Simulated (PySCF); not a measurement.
Calculation: TPSSh-D3(BJ)/def2-TZVP // BP86-D3(BJ)/def2-SVP run with PySCF. All species are isolated molecules in the gas phase. One relaxed conformer stands for a flexible species; it need not be the lowest. 

Reference species: [W(=O)(NH2)4] (neutral, multiplicity 1).

- HOMO–LUMO gap: 4.08 eV
- coordination number: 5
- charge on the central atom (Mulliken): 1.45 e

Changed species: [W(=O)2(NH2)2] (M = W, dioxo; the reference has M = W, oxo).

**Question.** What does the change do to the HOMO–LUMO gap, coordination number and charge on the central atom (Mulliken)?

**Answer.** the HOMO–LUMO gap increases by 1.09 eV, to 5.17 eV; the coordination number decreases by 1, to 4; the charge on the central atom (Mulliken) decreases by 0.02 e, to 1.43 e.
